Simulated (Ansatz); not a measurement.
Ansatz (an electronic-structure program) input:

Ansatz 0.2 input:
```yaml
crystal:
  periodic: [false, false, false]
  atoms:
    - {symbol: Sb, position_ang: [0.02790645, 0.01345213, 0.88671510]}
    - {symbol: Br, position_ang: [0.85130968, -1.68236795, -0.64809325]}
    - {symbol: Br, position_ang: [-0.89197336, 1.66276628, -0.64397732]}
basis:
  gaussian:
    orbitals: def2-SVPD
total_charge: 1
magnetization: {spin_polarized: false}
correlation: {method: ccsd_t, electrons: outside_noble_gas}
output: {forces: true}
```

Which total energy does the run end on?

-5383.61718 Eh (CCSD(T)/def2-SVPD). The basis has 114 functions.
